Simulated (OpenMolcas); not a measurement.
Nb3+ among 2 point charges of -1 e arranged as a linear pair (D∞h).

| Property | Result |
| --- | --- |
| Program | OpenMolcas |
| Method | SS-CASPT2, IPEA 0.25 Eh, imaginary shift 0.1 Eh (closed shells correlated: 4s 4p) |
| Basis | ANO-RCC-VTZP [7s6p4d2f1g] |
| Scalar Hamiltonian | DKH2, point nucleus |
| Active space | 2 electrons in 5 orbitals (4d) |
| State averaging | 2S+1 = 3 even, 10 roots; 2S+1 = 1 even, 15 roots |
| Spin-orbit coupling | RASSI with atomic mean-field integrals over the reference wave functions |

All point charges move together. At R = 1.96 Å the first state of the same spin is 2300 cm-1, and at R = 2.12 Å it is 1070 cm-1.

Question: A third run gives 4120 cm-1. What distance was it run at?

Answer: With a power law R^-n the two known points give n = -ln(1070 / 2300) / ln(2.12 / 1.96) = 9.75. Then R = 1.96 × (2300 / 4120)^(1/9.75) = 1.846 Å. The run was at 1.79 Å, so the estimate is off by +0.056 Å.

Roots that are degenerate in the reference are averaged as groups; the widest CASPT2 spread within a group is 13 cm-1 (the 2-fold group of multiplicity 1 near 22400 cm-1 above the lowest state of its run, R = 1.96). Shifts and gaps below about the spread of the groups concerned are not significant. Free-ion shares, where given, are those of the reference states; single-state CASPT2 does not remix them. Point charges carry no covalency, so the field is a model and not that of real ligands. No measured value stands beside these numbers.
